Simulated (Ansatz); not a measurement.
Reactions of C₂H₄FN, SMILES `C=NCF`.

Computed with Ansatz on PBE0-D4/def2-TZVP structures; ΔE is electronic, products minus reactants. CBS: MP2 limit from def2 TZ/QZ plus the TZ coupled-cluster correction, frozen cores. This one scheme is used for every species. Functionals use def2-TZVPP. B3LYP here is the variant with VWN-RPA as its local correlation; programs differ in this. Each species was taken in one conformer, which may not be the lowest.

```tsv
reaction	CCSD(T)/CBS(def2) (eV)
`C=NCF` + `N[SiH2][SiH3]` → `FCN[SiH2][SiH3]` + `C=N`	0.09
`C=NCF` + CH₃NH₂ → `CNCF` + `C=N`	-0.05
`C=NCF` + H₂S → `C=NCS` + H–F	-0.17
`C=NCF` + `N[SiH3]` → `C=NCN[SiH3]` + H–F	?
```

Problem. Fill in the missing values. (An estimate is asked.)

Solution. Ansatz gave: `C=NCF` + `N[SiH3]` → `C=NCN[SiH3]` + H–F: -0.06 eV.

Largest T1 diagnostic: 0.012, for `FCN[SiH2][SiH3]`.
